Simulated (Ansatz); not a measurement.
`CC[O][Al]([O]CC)[O]CC` at its PBE0-D4/def2-TZVP geometry, where that method's forces vanish. The species carries charge 0 and has multiplicity 1.

```xyz
25

C     0.3249    1.1711    2.9849
C     1.6082    1.0222    2.1971
O     1.3730    0.8199    0.8286
Al    0.5322   -0.3325   -0.0614
O     0.4371   -0.1951   -1.7348
C     0.8796    0.7625   -2.6606
C     0.2677    2.1241   -2.4134
O    -0.1868   -1.6387    0.7163
C    -0.9712   -2.7197    0.2848
C    -2.2554   -2.2686   -0.3762
H    -0.2773    0.2611    2.9137
H     0.5387    1.3561    4.0410
H    -0.2636    2.0096    2.6039
H     2.1982    0.1920    2.6067
H     2.2170    1.9277    2.3011
H     0.6098    0.4084   -3.6622
H     1.9743    0.8397   -2.6331
H     0.6046    2.8421   -3.1659
H    -0.8228    2.0681   -2.4587
H     0.5574    2.5021   -1.4289
H    -0.4002   -3.3493   -0.4099
H    -1.1995   -3.3373    1.1610
H    -2.8463   -1.6580    0.3111
H    -2.0397   -1.6780   -1.2709
H    -2.8600   -3.1294   -0.6745
```

(1) What forces (eV/Å) does r2SCAN-D4/def2-TZVPP give on these atoms in Ansatz 0.2.0? (Best estimate.)

Answers

(1) Computed: 
```
C1  -0.113  0.013  0.066
C2   0.153  0.044  0.255
O3  -0.027 -0.004 -0.268
Al4 -0.016  0.009  0.001
O5  -0.102 -0.201  0.148
C6   0.142  0.115 -0.239
C7  -0.055  0.117  0.024
O8   0.144  0.195  0.119
C9  -0.087 -0.285 -0.041
C10 -0.111  0.042 -0.057
H11  0.010  0.014 -0.003
H12 -0.006 -0.002 -0.014
H13  0.009 -0.012  0.001
H14  0.008 -0.012  0.000
H15  0.007  0.006  0.002
H16  0.000 -0.003 -0.009
H17  0.014 -0.003  0.004
H18 -0.007 -0.008  0.011
H19  0.015 -0.003  0.003
H20 -0.005 -0.010 -0.013
H21  0.012 -0.005 -0.008
H22 -0.001 -0.007  0.006
H23  0.011 -0.006 -0.008
H24  0.000 -0.007  0.016
H25  0.006  0.014  0.004
```
